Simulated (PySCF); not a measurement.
C6H14N2Si.
Atom-mapped SMILES: `[SiH3:1][N:2]1[CH2:3][CH2:4][CH2:5][N:6]1[CH:7]1[CH2:8][CH2:9]1`

NICS = −σ at a ghost point: NICS(0) at the centroid of the ring atoms, NICS(1) 1 Å to either side along the normal of their mean plane, zz for the tensor component along that normal. Level: GIAO PBE0/pcSseg-1 (PySCF, non-relativistic, gas phase) on the GFN2-xTB geometry, one conformer.

Rings: 1. N2–C3–C4–C5–N6; 2. C7–C8–C9.

```tsv
set	NICS(0)	NICS(1), two faces	NICS(1)zz, two faces
P	-42.3	-7.5 / -9.6	-17.8 / -24.5
Q	-7.6	-3.7 / -4.2	-8.4 / -9.3
```

Task: Which set (ppm) belongs to which ring?

Result: P = 2, Q = 1.
- 1 (5-membered ring with 2 N; formal bonds all single): mean NICS(1)zz -8.9 ppm, shielded. C3, C4, C5 have four or more neighbours; no verdict on aromaticity is drawn.
- 2 (3-membered carbocycle; formal bonds all single): mean NICS(1)zz -21.1 ppm, shielded. C7, C8, C9 have four or more neighbours, and the NICS criterion for π rings isn't applied.

Task: How do the rings differ in shape?

Result: 
```csv
ring,bond lengths (Å),rms pucker (Å),HOMA,nearest outside atom to a NICS(1) probe (Å)
1,"1.453, 1.541, 1.545, 1.458, 1.422",0.15,–,hydrogen 1.50
2,"1.497, 1.497, 1.500",0.00,–,hydrogen 1.44
```
